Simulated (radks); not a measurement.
The numbers below are computed, except where a source is named.
Fractional charge and spin in the 1s shell of helium: the spin-up occupation runs from 0 to 1 and the spin-down occupation from 0 to 1; the fullest corner is He, 1s(up 1, down 1). Level of theory: scalar-relativistic Kohn-Sham, LDA (Slater exchange, Perdew-Wang correlation), spin-polarised, spherical densities, finite nucleus; Fermi nuclear charge, rms radius of each element as measured or else 0.836 A^(1/3) + 0.57 fm (a radial shooting solver on a logarithmic mesh with Libxc functionals). Energy (eV) minus the two flat planes that join the four corners (they meet along the diagonal where the two added fractions sum to one electron); zero is where a piecewise linear energy would lie.

down \ up       0    0.25     0.5    0.75       1
0           0.000  -1.831  -2.724  -2.145   0.000
0.25       -1.831  -1.829  -0.775   1.684  -1.522
0.5        -2.724  -0.775   2.196  -0.652  -2.138
0.75       -2.145   1.684  -0.652  -1.770  -1.636
1           0.000  -1.522  -2.138  -1.636   0.000

Corners above the fullest one (they belong to He+ and the next ion): (up 1, down 0) 24.292 eV, (up 0, down 1) 24.292 eV, (up 0, down 0) 77.133 eV. With half an added electron in each spin the energy lies 2.196 eV from the planes (fractional-spin error, the static-correlation error of a stretched bond), and with half an added electron in spin up alone -2.724 eV (fractional-charge error). For a frontier s shell over closed shells the exact functional lies on the planes.
